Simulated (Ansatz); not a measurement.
Pulling the pair apart

The pair of CH₄ (SMILES C, atoms 1–5) and SbH₃ (SMILES [SbH3], atoms 6–9), both closed shells, in one local arrangement (a lower one may exist), relaxed at PBE0-D4/def2-TZVP:

| atom | x (Å) | y (Å) | z (Å) |
| --- | --- | --- | --- |
| C1 | -0.1158 | -0.0435 | -1.8031 |
| H2 | -0.0809 | 0.0619 | -2.8872 |
| H3 | 0.9004 | -0.0749 | -1.4101 |
| H4 | -0.6362 | -0.9662 | -1.5463 |
| H5 | -0.6461 | 0.8067 | -1.3741 |
| Sb6 | -0.2520 | -0.5145 | 2.0574 |
| H7 | 0.1026 | -0.1052 | 3.6776 |
| H8 | -0.6451 | 1.1056 | 1.6902 |
| H9 | 1.3732 | -0.2699 | 1.5958 |

SbH₃ is shifted rigidly along the line between the mean atom positions of the two fragments (negative: closer). Counterpoise interaction energies in kcal/mol. Program: Ansatz 0.2.0. Basis: def2-TZVPPD. Cores are frozen in the correlated methods. Filled d shells of the heavier atoms are correlated. Core potentials replace the inner electrons of the atoms past krypton. The def2 sets are not built for correlating such inner shells, so the correlated values are less sure here.

| shift (Å) | r2SCAN-D4 | wB97M-V | PBE0-D4 |
| --- | --- | --- | --- |
| -0.39 | -0.27 | -0.52 | -0.60 |
| -0.19 | -0.72 | -0.86 | -1.01 |
| 0.00 | -0.83 | -0.90 | -1.11 |
| 0.19 | -0.79 | -0.81 | -1.05 |
| 0.47 | -0.65 | -0.64 | -0.87 |
| 0.97 | -0.39 | -0.37 | -0.52 |
| 1.95 | -0.13 | -0.13 | -0.17 |
| 3.89 | -0.02 | -0.02 | -0.02 |

What does CCSD(T) give at these shifts? (An estimate is asked for; the value comes from the calculation.)

The calculation gives: -0.12, -0.63, -0.77, -0.75, -0.62, -0.37, -0.12, -0.02 kcal/mol. For zero shift, CCSD(T) at an estimated basis limit (MP2 extrapolated from triple and quadruple zeta, plus CCSD(T) − MP2 in triple zeta) gives -0.95 kcal/mol. These are counterpoise interaction energies, counted from the two frozen fragments.

The T1 diagnostic stays at or below 0.013.

For scale, one of the runs: CCSD(T)/def2-TZVPPD, 212 basis functions, launched by `ansatz run in.yaml --threads 4 --pin off --events-out ev --progress --plain --max-ram 9574MiB`. Hardware: 4 CPU threads of an Arm Neoverse V2, shared host. Wall time 57 s; peak host memory 3.2 GiB.
